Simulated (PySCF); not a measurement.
B(H)(Br)2, SMILES B(Br)Br (HBBr₂) (PBE0/def2-SVP optimised geometry):

```
4

B     -0.138     0.000     0.000
H      1.062     0.000     0.000
Br    -1.062     1.652     0.000
Br    -1.062    -1.652     0.001
```

Level of theory: PBE0/def2-TZVP in PySCF.

Task: What are the frontier orbital energies and the dipole moment?

Result: HOMO-2 -8.91 eV, HOMO-1 -8.67 eV, HOMO -8.55 eV, LUMO -2.05 eV, LUMO+1 0.84 eV; dipole moment 0.34 D.

On the same geometry PBE/def2-TZVP run with PySCF 2.14.0 gives HOMO-2 -7.70 eV, HOMO-1 -7.37 eV, HOMO -7.27 eV, LUMO -2.94 eV, LUMO+1 -0.14 eV; dipole moment 0.21 D.

Meta-Löwdin charges at PBE0/def2-TZVP: B1 -0.02, H2 0.04, Br3 -0.01, Br4 -0.01.
